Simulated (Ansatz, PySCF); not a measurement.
Exercise with solution: transport gap, exciton binding and injection barriers

CHCl₂FOSi, SMILES O=C[Si](F)(Cl)Cl.

The structure is a stationary point at r2SCAN-D4/def2-SVP. This is a generated structure with no PubChem entry under its InChIKey; it may be hypothetical. Other conformers were not sampled.

Gas-phase, vertical values: ionisation energy 9.98 eV and electron affinity 0.59 eV from ΔSCF with PBE/def2-SVPD (Ansatz, an electronic-structure program); S1 3.14 eV and T1 2.39 eV from TDA-PBE/def2-SVPD (PySCF). Assume, for the exercise, a film of permittivity 3.5, a cavity radius of 5.0 Å and electrodes of work function 5.3 eV (anode) and 2.9 eV (cathode), with aligned vacuum levels.

Problem. Work out the fundamental gap and exciton binding energy in the gas phase, the levels in the film by Born's model, the injection barriers and the thermal weight of S1 against T1 at 298 K.

Solution. 
Fundamental gap IE − EA = 9.39 eV; exciton binding = gap − S1 = 6.25 eV.
Born polarisation P = (14.3996 eV Å / 2r)(1 − 1/ε) = 1.03 eV. Film: IE = 8.95 eV, EA = 1.62 eV, transport gap 7.33 eV; with S1 unchanged the binding falls to 4.19 eV.
Hole barrier IE − Φ(anode) = 3.65 eV; electron barrier Φ(cathode) − EA = 1.28 eV (a negative value means no barrier, and the level would pin).
ΔE(ST) = S1 − T1 = 0.75 eV, and the triplet has three sublevels, so the ratio S1/T1 is (1/3) exp(−ΔE/kT) = 7.0e-14 with kT = 0.02569 eV: too wide a gap for thermal return to the singlet. All inputs carry the errors of their functional, and relaxed states would shift them.
